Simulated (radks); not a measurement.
Os33+, 43 electrons, occupied as [Kr] 4d6 7p1 (not the ground configuration). All-electron calculation, scalar-relativistic Kohn-Sham, SCAN, spin-polarised, spherical densities, finite nucleus; open shells are filled with parallel spins first (spin-orbit coupling, left out, can overturn this in heavy ions); meta-GGA in the generalised Kohn-Sham scheme; Fermi nuclear charge, rms radius 5.4126 fm. Program: a radial shooting solver on a logarithmic mesh with Libxc functionals.

Radial electron density D(r) = 4 pi r^2 rho(r):

```
   r/bohr * D(r) (the largest magnitude, 141, reaches the edge; | marks zero)
 0.001013 |  *
  0.00117 |   *
 0.001351 |    *
 0.001547 |     *
 0.001787 |       *
 0.002064 |         *
 0.002365 |          *
 0.002731 |             *
 0.003154 |               *
 0.003642 |                  *
 0.004173 |                     *
 0.004819 |                         *
 0.005566 |                            *
 0.006377 |                               *
 0.007364 |                                   *
 0.008505 |                                     *
 0.009822 |                                       *
  0.01125 |                                        *
    0.013 |                                        *
  0.01501 |                                       *
   0.0172 |                                     *
  0.01986 |                                    *
  0.02293 |                                   *
  0.02649 |                                    *
  0.03035 |                                       *
  0.03505 |                                           *
  0.04047 |                                                *
  0.04637 |                                                    *
  0.05355 |                                                      *
  0.06185 |                                                     *
  0.07142 |                                                 *
  0.08183 |                                            *
   0.0945 |                                         *
   0.1091 |                                          *
    0.125 |                                             *
   0.1444 |                                                *
   0.1668 |                                               *
   0.1926 |                                       *
   0.2207 |                             *
   0.2548 |                     *
   0.2943 |                  *
   0.3372 |                  *
   0.3894 |                   *
   0.4497 |                *
   0.5194 |          *
    0.595 |     *
   0.6872 | *
   0.7936 |*
   0.9093 *
     1.05 *
    1.213 *
    1.401 *
    1.605 *
    1.853 *
     2.14 *
    2.452 *
    2.832 *
     3.27 *
```

D(r) has 5 maxima, at r = 0.0119, 0.0544, 0.149, 0.374, 1.82 bohr, and minima at 0.0229, 0.0984, 0.299 bohr, inside which lie 1.89, 11.05, 29.15 electrons.
